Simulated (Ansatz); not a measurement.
Geometry optimisation, RKS PBE-D4/def2-SVPD in Ansatz.

Input file:

```yaml
crystal:
  periodic: [false, false, false]
  atoms:
    - { symbol: C, position_ang: [-0.7537, 0.3875, -0.3347] }
    - { symbol: Ge, position_ang: [1.1329, 0.3155, -0.4509] }
    - { symbol: O, position_ang: [1.6611, -1.1494, 0.3908] }
    - { symbol: H, position_ang: [1.38281, 1.36371, -1.53703] }
    - { symbol: H, position_ang: [-1.1459, 1.336, -0.8949] }
    - { symbol: H, position_ang: [-1.113, 0.4993, 0.7159] }
    - { symbol: H, position_ang: [1.4565, -1.0029, 1.3518] }
basis:
  gaussian: { orbitals: def2-SVPD }
hamiltonian:
  xc: pbe
  dispersion: d4
relax:
  f_tol: 0.02
  max_steps: 50
```

Command:

```bash
$ ansatz run input.yaml --threads 2 --pin off --max-ram 3072MiB --backend cpu --events-out ev --progress --plain --runs-dir out
```

Where does it end, and by what steps?

The run converged. After 9 steps the energy has fallen by 1.632 eV; H4 moved furthest, 0.63 Å.

```json
{"step": "0", "energy less start (eV)": "0.0000", "largest force component (eV/Å)": "4.137", "accepted": "yes"}
{"step": "1", "energy less start (eV)": "-0.9371", "largest force component (eV/Å)": "1.762", "accepted": "yes"}
{"step": "2", "energy less start (eV)": "-1.3781", "largest force component (eV/Å)": "0.829", "accepted": "yes"}
{"step": "3", "energy less start (eV)": "-1.5607", "largest force component (eV/Å)": "0.671", "accepted": "yes"}
{"step": "4", "energy less start (eV)": "-1.5836", "largest force component (eV/Å)": "0.711", "accepted": "yes"}
{"step": "5", "energy less start (eV)": "-1.6202", "largest force component (eV/Å)": "0.399", "accepted": "yes"}
{"step": "6", "energy less start (eV)": "-1.6214", "largest force component (eV/Å)": "0.260", "accepted": "yes"}
{"step": "7", "energy less start (eV)": "-1.6256", "largest force component (eV/Å)": "0.215", "accepted": "yes"}
{"step": "8", "energy less start (eV)": "-1.6320", "largest force component (eV/Å)": "0.031", "accepted": "yes"}
{"step": "9", "energy less start (eV)": "-1.6322", "largest force component (eV/Å)": "0.007", "accepted": "yes"}
```

```xyz
7
Properties=species:S:1:pos:R:3
C -0.809 0.716 -0.156
Ge 0.904 0.377 -0.503
O 1.939 -0.756 0.440
H 1.828 0.922 -1.595
H -1.352 1.425 -0.794
H -1.345 0.241 0.675
H 1.455 -1.175 1.174
```

The run took 18 s on 2 threads of Intel(R) Xeon(R) Platinum 8259CL CPU @ 2.50GHz (Skylake/Cascade Lake), with other jobs on the host, peak memory 0.18 GiB.
